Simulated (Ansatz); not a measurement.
## BaO (SMILES [O][Ba]): entropy by statistical mechanics

A linear singlet with charge 0, relaxed at PBE0-D4/def2-TZVP (core potential) (Ansatz 0.2.0):

```xyz
2

O     0.0000    0.0000    0.0877
Ba    0.0000    0.0000    2.0130
```

Harmonic wavenumbers in cm⁻¹: 700.

Masses in u: O 15.999, Ba 137.327. Take T = 298.15 K, p = 1 bar, R = 8.3145 J/(mol K), kT/hc = 207.22 cm⁻¹, rigid rotor and harmonic oscillator.

**Question.** Compute the standard molar entropy.

**Answer.** 
1. Translation (Sackur–Tetrode): S = R[3/2 ln M + 5/2 ln T − 1.1517] with M = 153.326 gives 171.6 J/(mol K).
2. Rotation: the moment of inertia is 53.117 u Å², so B = 16.8576/I = 0.3174 cm⁻¹; σ = 1; q = kT/(σhcB) = 652.9; S = R(ln q + 1) = 62.2.
3. Vibration: with u = ν̃/207.22, each mode gives R[u/(eᵘ − 1) − ln(1 − e⁻ᵘ)]; the sum is 1.3, most from 700 cm⁻¹ (1.3).
4. Electronic: R ln 1 = 0.0, from the spin multiplicity alone.
5. Sum: 171.6 + 62.2 + 1.3 + 0.0 = 235.1 J/(mol K).

No measured value is set beside it here.
